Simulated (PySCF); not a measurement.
In(H)2(SH), SMILES [SH][InH2] (CAM-B3LYP/def2-SVP optimised geometry):

```
5

In     0.273    -0.432     0.000
H      1.987    -0.432     0.000
H     -0.811    -1.763     0.000
S     -0.712     1.763     0.000
H     -1.987     1.322     0.003
```

Computed with CAM-B3LYP/def2-TZVP, def2 effective core potentials past Kr in PySCF 2.14.0.

Question: What are the frontier orbital energies and the dipole moment?

Answer: HOMO-2 -10.02 eV, HOMO-1 -9.37 eV, HOMO -8.68 eV, LUMO -0.91 eV, LUMO+1 0.43 eV; dipole moment 1.72 D.

On the same geometry PBE/def2-TZVP, def2 effective core potentials past Kr (PySCF) gives HOMO-2 -7.44 eV, HOMO-1 -7.01 eV, HOMO -6.25 eV, LUMO -2.40 eV, LUMO+1 -1.28 eV; dipole moment 1.48 D.
